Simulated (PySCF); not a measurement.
CH$_{3}$Cd, charge +1, singlet, at a GFN2-xTB geometry (such geometries of metal compounds can be far from the true shape) (core potentials on Cd); M062X/def2-TZVP in PySCF.

Input for PySCF:
```python
from pyscf import gto, scf, dft

mol = gto.Mole()
mol.atom = '''
    Cd   -0.24990741   -0.15685804   -0.19594938
    C     1.26333355    0.79294976    0.99056455
    H     1.79956127   -0.02050473    1.49205259
    H     0.72593198    1.44551340    1.68777248
    H     1.89006125    1.34647864    0.28235779
'''
mol.basis = 'def2-tzvp'
mol.ecp = {'Cd': 'def2-tzvp'}
mol.charge = 1
mol.verbose = 4
mol.build()

mf = dft.RKS(mol)
mf.xc = 'm062x'
mf.kernel()
mf.analyze()
```

Problem. What does PySCF print? Leave out banner, timings and long lists.

Solution. 
```
PySCF version 2.14.0

[INPUT] verbose = 4
[INPUT] num. atoms = 5
[INPUT] num. electrons = 28
[INPUT] charge = 1
[INPUT] spin (= nelec alpha-beta = 2S) = 0
[INPUT] symmetry False subgroup None
[INPUT] Mole.unit = angstrom
[INPUT] Symbol           X                Y                Z      unit          X                Y                Z       unit  Magmom
[INPUT]  1 Cd    -0.249907410000  -0.156858040000  -0.195949380000 AA   -0.472256561399  -0.296418736036  -0.370290662478 Bohr   0.0
[INPUT]  2 C      1.263333550000   0.792949760000   0.990564550000 AA    2.387354413475   1.498457876940   1.871895708203 Bohr   0.0
[INPUT]  3 H      1.799561270000  -0.020504730000   1.492052590000 AA    3.400677944674  -0.038748323958   2.819570758548 Bohr   0.0
[INPUT]  4 H      0.725931980000   1.445513400000   1.687772480000 AA    1.371812627263   2.731624435389   3.189427747778 Bohr   0.0
[INPUT]  5 H      1.890061250000   1.346478640000   0.282357790000 AA    3.571698121153   2.544475862177   0.533578892237 Bohr   0.0

nuclear repulsion = 51.1118528959537
number of shells = 37
number of NR pGTOs = 135
number of NR cGTOs = 89
basis = def2-tzvp
ecp = {'Cd': 'def2-tzvp'}

******** <class 'pyscf.dft.rks.RKS'> ********
method = RKS
initial guess = minao
damping factor = 0
level_shift factor = 0
DIIS = <class 'pyscf.scf.diis.CDIIS'>
diis_start_cycle = 1
diis_space = 8
diis_damp = 0
SCF conv_tol = 1e-09
SCF conv_tol_grad = None
SCF max_cycles = 50
direct_scf = True
direct_scf_tol = 1e-13
XC library pyscf.dft.libxc version 7.1.2
    S. Lehtola, C. Steigemann, M. J. T. Oliveira, and M. A. L. Marques,  SoftwareX 7, 1–5 (2018)
XC functionals = m062x
    Y. Zhao and D. G. Truhlar,  Theor. Chem. Acc. 120, 215 (2008)
    Y. Zhao and D. G. Truhlar,  Theor. Chem. Acc. 120, 215 (2008)
radial grids:
    Treutler-Ahlrichs [JCP 102, 346 (1995); DOI:10.1063/1.469408] (M4) radial grids

becke partition: Becke, JCP 88, 2547 (1988); DOI:10.1063/1.454033
pruning grids: <function nwchem_prune>
grids dens level: 3
symmetrized grids: False
atomic radii adjust function: <function treutler_atomic_radii_adjust>
small_rho_cutoff = 0
Set gradient conv threshold to 3.16228e-05
Initial guess from minao.
tot grids = 65936
init E= -195.152342419069
  HOMO = -0.783598451064585  LUMO = -0.62488363489706  gap/eV = 4.31885
cycle= 1 E= -206.108800549117  delta_E=  -11  |g|= 2.94  |ddm|= 5.86
  HOMO = -0.238118532419602  LUMO = -0.186079812135288  gap/eV = 1.41605
cycle= 2 E= -204.311626016742  delta_E=  1.8  |g|= 4.53  |ddm|= 5.37
  HOMO = -0.557220782321467  LUMO = -0.338034037477811  gap/eV = 5.96438
cycle= 3 E= -207.266449009579  delta_E= -2.95  |g|= 0.276  |ddm|= 3.02
  HOMO = -0.572284655836292  LUMO = -0.316620201554711  gap/eV = 6.95698
cycle= 4 E= -207.272522785261  delta_E= -0.00607  |g|= 0.281  |ddm|= 0.856
  HOMO = -0.546491253283584  LUMO = -0.30410061728891  gap/eV = 6.59579
cycle= 5 E= -207.290859399376  delta_E= -0.0183  |g|= 0.0276  |ddm|= 0.216
  HOMO = -0.549805436717641  LUMO = -0.307075527731858  gap/eV = 6.60502
cycle= 6 E= -207.291169591814  delta_E= -0.00031  |g|= 0.00833  |ddm|= 0.0441
  HOMO = -0.549680467178046  LUMO = -0.306645973215849  gap/eV = 6.61331
cycle= 7 E= -207.291200192387  delta_E= -3.06e-05  |g|= 0.00348  |ddm|= 0.0117
  HOMO = -0.549572443647046  LUMO = -0.306641028864092  gap/eV = 6.61050
cycle= 8 E= -207.291203013954  delta_E= -2.82e-06  |g|= 0.00109  |ddm|= 0.00422
  HOMO = -0.549417985743826  LUMO = -0.306557917906334  gap/eV = 6.60856
cycle= 9 E= -207.291203359508  delta_E= -3.46e-07  |g|= 6.13e-05  |ddm|= 0.00145
  HOMO = -0.549414340147582  LUMO = -0.306552987042272  gap/eV = 6.60859
cycle= 10 E= -207.291203360473  delta_E= -9.64e-10  |g|= 9.53e-06  |ddm|= 0.000119
  HOMO = -0.549412635653054  LUMO = -0.30655160559027  gap/eV = 6.60859
Extra cycle  E= -207.291203360486  delta_E= -1.36e-11  |g|= 6.38e-06  |ddm|= 1.47e-05
converged SCF energy = -207.291203360486
**** SCF Summaries ****
Total Energy =                        -207.291203360486179
Nuclear Repulsion Energy =              51.111852895953682
One-electron Energy =                 -444.294940085307246
Two-electron Energy =                  185.891883828867350
Two-electron Coulomb Energy =          207.527115011505543
DFT Exchange-Correlation Energy =      -21.635231182638186
HOMO-LUMO gap [eV] =                     6.608585238253235
**** MO energy ****
MO #1   energy= -10.7665727806793  occ= 2
MO #2   energy= -4.61915176491578  occ= 2
MO #3   energy= -3.10340816974235  occ= 2
MO #4   energy= -3.10268114029024  occ= 2
MO #5   energy= -3.10268063790142  occ= 2
MO #6   energy= -0.988076335220484 occ= 2
MO #7   energy= -0.87868346335044  occ= 2
MO #8   energy= -0.878681895056364 occ= 2
MO #9   energy= -0.875129335047856 occ= 2
MO #10  energy= -0.875127272639182 occ= 2
MO #11  energy= -0.872528268602531 occ= 2
MO #12  energy= -0.674473247768775 occ= 2
MO #13  energy= -0.67440942835839  occ= 2
MO #14  energy= -0.549412635653054 occ= 2
MO #15  energy= -0.30655160559027  occ= 0
MO #16  energy= -0.195108697576374 occ= 0
MO #17  energy= -0.195104148453523 occ= 0
MO #18  energy= -0.118295327035131 occ= 0
MO #19  energy= -0.0488096595979819 occ= 0
MO #20  energy= -0.0220660190809169 occ= 0
MO #21  energy= -0.0220488454415993 occ= 0
MO #22  energy= 0.00974615745595564 occ= 0

WARN: System has nonzero charge 1; the dipole moment is origin-dependent.
Location of origin: [0. 0. 0.]

Dipole moment(X, Y, Z, Debye): -0.54178, -0.34069, -0.42484
```
